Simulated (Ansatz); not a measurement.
The cluster Co₂Si₂⁻. The state is a doublet with charge -1. Geometry PBE-D4/def2-SVP, that of the neutral singlet; atoms count from 1.

```xyz
4

Co    1.134    0.477    0.382
Co    0.047   -0.937   -0.883
Si   -0.537   -0.628    1.163
Si   -0.644    1.088   -0.662
```

The charge -1 doublet is spin-contaminated (final ⟨S²⟩ up to 2.48, 0.75 for a pure state). The highest occupied level of the charge -1 doublet lies above zero (up to 0.10 eV). Its loss leaves the charge 0 singlet, which lies 3.04 eV higher (vertical, at PBE0-D4/def2-TZVPD), but this difference is unsure: the singlet is doubtful (at the level of its geometry, restricted singlet, unstable towards broken spin symmetry at other levels and untested here). The structure comes from a short search, and lower isomers may exist.

(1) Estimate the Mulliken populations from the PBE0/def2-TZVPD orbitals of Ansatz.

(2) Where does the spin sit?

(3) And the Mayer bond orders between bonded heavy atoms (over 0.3)?

## Answers

(1) 
```
atom  charge (e)  spin (α − β)  d electrons
 Co1       -0.13          2.27         7.78
 Co2       -0.10         -1.76         7.92
 Si3       -0.39          0.24            –
 Si4       -0.39          0.24            –
```
Mulliken values and Mayer orders depend strongly on the basis. With diffuse functions, as here, like atoms can get unlike values, and bond orders can come out too low or too high.

(2) Summed by element: Co 0.51, Si 0.49, of 1 unpaired in all. Largest on single atoms: Co1 2.27, Co2 -1.76, Si3 0.24.

(3) Co1–Co2 0.94 (2.19 Å); Co1–Si3 1.06 (2.15 Å); Co1–Si4 1.06 (2.15 Å); Co2–Si3 1.07 (2.15 Å); Co2–Si4 1.07 (2.15 Å); Si3–Si4 0.73 (2.51 Å).
